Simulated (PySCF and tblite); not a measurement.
Values are calculated unless marked as measured or tabulated.
C10H14, numbered as in [CH3:1][CH2:2][C:3]1=[CH:4][C@@H:5]2[CH:6]=[C:7]([CH3:8])[C@@H:9]2[CH2:10]1.

Geometries GFN2-xTB; weights from B3LYP-D3(BJ)/def2-SVP (IEF-PCM, methanol) energies and GFN2-xTB thermal corrections, with symmetry numbers and mirror pairs. Conformers within 2.5 kcal/mol (GFN2-xTB free energy) were kept, 3 at most. Of two unlike H on one atom, a is the less shielded (mPW1PW91/pcSseg-1 (IEF-PCM, methanol)). Programs: PySCF with density fitting and tblite.

An NOE distance is ⟨r⁻⁶⟩^(−1/6) over all pairs of like atoms and, for the average, over conformers.

Torsions listed: C1–C2–C3–C10. The 4-ring runs over atoms 5–6–7–9. The 5-ring runs over atoms 3–4–5–9–10.

```csv
conformer,shape,weight %
1,4-ring flat; 5-ring flat; 180°,47.5
2,4-ring flat; 5-ring flat; 70°,26.5
3,4-ring flat; 5-ring flat; -76°,26.0
```

**Question.** Which H–H contacts under 3.5 Å would NOEs report (pairs on one atom left out) at 298.15 K?

**Answer.** 
```tsv
pair	in 1 (Å)	in 2 (Å)	in 3 (Å)	average (Å)
H9 ··· H10a	2.38	2.38	2.39	2.38
H5 ··· H9	2.57	2.57	2.57	2.57
H1 ··· H2a	2.60	2.60	2.60	2.60
H1 ··· H2b	2.60	2.60	2.61	2.60
H4 ··· H5	2.63	2.65	2.64	2.64
H5 ··· H6	2.86	2.86	2.86	2.86
H9 ··· H10b	2.86	2.86	2.86	2.86
H2b ··· H10b	2.65	3.81	3.06	2.87
H2a ··· H10a	2.70	3.21	3.80	2.94
H1 ··· H4	2.69	4.05	3.95	3.00
H2a ··· H10b	3.16	2.66	3.90	3.03
H2b ··· H4	3.67	2.57	3.73	3.06
H2a ··· H4	3.66	3.69	2.59	3.09
H2b ··· H10a	3.24	3.93	2.70	3.09
H8 ··· H10b	3.10	3.10	3.09	3.09
H6 ··· H8	3.39	3.39	3.38	3.39
H8 ··· H9	3.41	3.41	3.41	3.41
H1 ··· H10b	4.71	3.76	2.85	3.42
H1 ··· H10a	4.73	2.85	3.98	3.44
H4 ··· H6	3.45	3.46	3.47	3.46
```

Longer pairs under the limit may be missing.
